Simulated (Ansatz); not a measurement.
Energy difference 4 R1 + R2 → 4 P1 + P2, each structure at its B3LYP-D3(BJ)/def2-SVP stationary point, reached from a drawn start (curvature not checked).
P1: H2 (SMILES [H][H]), charge 0, multiplicity 1.
R1, H2O (SMILES O) (charge 0, multiplicity 1):
```xyz
3

O      0.000     0.000     0.401
H      0.000     0.757    -0.200
H      0.000    -0.757    -0.200
```
R2, SiH4 (SMILES [SiH4]) (charge 0, multiplicity 1):
```json
[
 {"atom": "Si", "x (Å)": "0.0000", "y (Å)": "0.0000", "z (Å)": "0.0000"},
 {"atom": "H", "x (Å)": "0.8605", "y (Å)": "0.8605", "z (Å)": "0.8605"},
 {"atom": "H", "x (Å)": "-0.8605", "y (Å)": "-0.8605", "z (Å)": "0.8605"},
 {"atom": "H", "x (Å)": "-0.8605", "y (Å)": "0.8605", "z (Å)": "-0.8605"},
 {"atom": "H", "x (Å)": "0.8605", "y (Å)": "-0.8605", "z (Å)": "-0.8605"}
]
```
P2, H4O4Si (SMILES O[Si](O)(O)O) (charge 0, multiplicity 1, Z-matrix in Å and degrees):
```
Si
O 1 1.6521
H 2 0.9644 1 115.43
O 1 1.6521 2 116.06 3 84.23
H 4 0.9644 1 115.43 2 84.23
O 1 1.6521 2 106.28 3 -33.67
H 6 0.9644 1 115.43 2 157.87
O 1 1.6521 2 106.28 3 -157.87
H 8 0.9644 1 115.43 2 33.67
```

P less R. No zero-point or thermal terms. One arrangement of each flexible species, with no search for the lowest.

Frozen-core correlation throughout.

Run with Ansatz (Gaussian orbitals). All values are computed, each at the level named.

Total energies in hartree:

```tsv
structure	PBE/def2-TZVPP	r2SCAN/def2-TZVPP	CCSD(T)/cc-pV(T+d)Z
P1	-1.166089	-1.171062	-1.172125
R1	-76.380213	-76.423123	-76.332119
R2	-291.721820	-291.854122	-291.439958
P2	-592.700926	-593.004185	-592.219288
```

Question: Work out the reaction energy at each level in kJ/mol (1 hartree = 2625.49964 kJ/mol), and say how far PBE/def2-TZVPP lies from CCSD(T)/cc-pV(T+d)Z.

Answer: 
- PBE/def2-TZVPP: 4 × (-1.166089) + (-592.700926) − (-291.721820) − 4 × (-76.380213) = -0.122610 hartree = -321.9 kJ/mol
- r2SCAN/def2-TZVPP: 4 × (-1.171062) + (-593.004185) − (-291.854122) − 4 × (-76.423123) = -0.141819 hartree = -372.3 kJ/mol
- CCSD(T)/cc-pV(T+d)Z: 4 × (-1.172125) + (-592.219288) − (-291.439958) − 4 × (-76.332119) = -0.139354 hartree = -365.9 kJ/mol
PBE/def2-TZVPP less CCSD(T)/cc-pV(T+d)Z: 44.0 kJ/mol. CCSD(T)/cc-pV(T+d)Z is the level counted from, the highest shown, and no exact or measured value.

Ansatz is a first-principles code.
